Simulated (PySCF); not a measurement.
## Electronic structure of Mg (magnesium, neutral) at the UHF level

Configuration: [Ne] 3s2, closed-shell 1S. Calculation: PySCF 2.14, in def2-QZVPPD; no relativity, point nucleus.

```
Total energy                                     : -199.614488 hartree
One-electron energy                              : -279.4315 hartree
Hartree (Coulomb) energy                         : 95.8114 hartree
Exchange energy                                  : -15.9944 hartree
Kinetic energy                                   : 199.61584 hartree
⟨S²⟩                                             : 0.0000
⟨L²⟩                                             : 0.000
Sum of ⟨r⟩                                       : 12.26 bohr
Sum of ⟨r²⟩                                      : 29.61 bohr²
Density at the nucleus (Gaussians lack the cusp) : 1080 bohr⁻³
Langevin diamagnetic susceptibility              : -23.5 ×10⁻⁶ cm³/mol
```

```json
{"shell": "1s", "electrons": "2", "mean orbital energy (hartree)": "-49.03155", "rms radius, mean of both spins (bohr)": "0.152"}
{"shell": "2s", "electrons": "2", "mean orbital energy (hartree)": "-3.76765", "rms radius, mean of both spins (bohr)": "0.756"}
{"shell": "2p", "electrons": "6", "mean orbital energy (hartree)": "-2.28216", "rms radius, mean of both spins (bohr)": "0.773"}
{"shell": "3s", "electrons": "2", "mean orbital energy (hartree)": "-0.25305", "rms radius, mean of both spins (bohr)": "3.52"}
```

Spin-orbit constants ζ (cm⁻¹) from the X2C one-electron operator on these orbitals (non-relativistic here): bare nucleus, nucleus screened by l(l+1)(2l+1)/3 electrons, and screened by the Breit-Pauli mean field of the electrons.

```json
{"shell": "2p", "bare": "1735", "screened nucleus": "1446", "mean field": "1315"}
```
